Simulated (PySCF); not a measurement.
SiH₃Cl, SMILES [SiH3]Cl.

The structure is a stationary point at PBE-D3(BJ)/def2-TZVP. The isomer is the one that the SMILES or the coordinates give; other isomers of the formula were not compared.

Method: PBE-D3(BJ)/def2-TZVP (PySCF).

Frequencies are harmonic and unscaled.

Modes within 1.5 cm⁻¹ of each other (mostly degenerate sets) share a row, with their intensities summed.

Computed vibrational spectrum:
| mode | ν (cm⁻¹) | IR (km/mol) | moving atoms (share of kinetic energy) |
|---|---|---|---|
| 1 | 532 | 61.6 | Si 50 %, Cl 47 % |
| 2–3 | 634 | 42.2 | H 90 % |
| 4 | 912 | 228.0 | H 93 % |
| 5–6 | 915 | 102.0 | H 96 % |
| 7 | 2180 | 49.1 | H 99 % |
| 8–9 | 2196 | 180.3 | H 96 % |
